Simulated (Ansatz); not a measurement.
Start from `C[SiH](S)S` and change one atom or group to get `C[SiH](N)S`.

Ansatz, PBE0-D4/def2-TZVP geometries, multiplicity 1. Each molecule was computed in one conformer, which needn't be the lowest.

```csv
property,`C[SiH](S)S`
LUMO energy (ωB97M-V/def2-TZVPP) / eV,1.91
HOMO–LUMO gap (PBE/def2-TZVPP) / eV,5.20
HOMO energy (ωB97M-V/def2-TZVPP) / eV,-9.44
size of the dipole moment (PBE/def2-TZVPP) / D,0.84
size of the dipole moment (B3LYP/def2-TZVPP) / D,0.83
HOMO energy (B3LYP/def2-TZVPP) / eV,-7.04
```

Q: What does the change do to each property? (An estimate is asked.)

A: Computed: 
```csv
property,`C[SiH](N)S`,shift
LUMO energy (ωB97M-V/def2-TZVPP) / eV,2.18,0.27
HOMO–LUMO gap (PBE/def2-TZVPP) / eV,5.53,0.33
HOMO energy (ωB97M-V/def2-TZVPP) / eV,-9.33,0.11
size of the dipole moment (PBE/def2-TZVPP) / D,1.81,0.97
size of the dipole moment (B3LYP/def2-TZVPP) / D,1.85,1.02
HOMO energy (B3LYP/def2-TZVPP) / eV,-6.88,0.16
```

With PBE0 the HOMO rises by 0.17 eV and the LUMO rises by 0.52 eV, so the gap widens by about 0.35 eV. PBE moves the HOMO by 0.22 eV and ωB97M-V by 0.11 eV. Dipoles are sizes alone; their direction can turn.

B3LYP here is the variant with VWN-RPA as its local correlation; programs differ in this.
